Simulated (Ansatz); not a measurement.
H2I2Ti (SMILES [I][TiH2][I]) moved off its minimum; all values from Ansatz (an electronic-structure program), cores frozen in correlated methods. Elements past Kr take the def2 small-core potentials, without spin–orbit coupling.
(charge 0, multiplicity 1)
```xyz
5

Ti    -0.85444    -0.31310    -0.52002
I      1.11602     0.62906    -1.80384
I     -0.69314    -0.52812     2.00266
H     -1.19886    -1.78077    -1.09711
H     -2.13489     0.67062    -0.80651
```

**Question.** Give the forces (eV/Å), the total energy and the dipole at CCSD(T)/def2-TZVPPD.

**Answer.** 
| atom | Fx | Fy | Fz |
|---|---|---|---|
| Ti1 | 0.734 | 0.577 | 0.620 |
| I2 | 0.206 | 0.091 | -0.201 |
| I3 | -0.021 | -0.043 | 0.219 |
| H4 | -0.258 | -1.118 | -0.466 |
| H5 | -0.661 | 0.492 | -0.172 |
Energy -1443.4517 hartree, dipole 0.22 D.
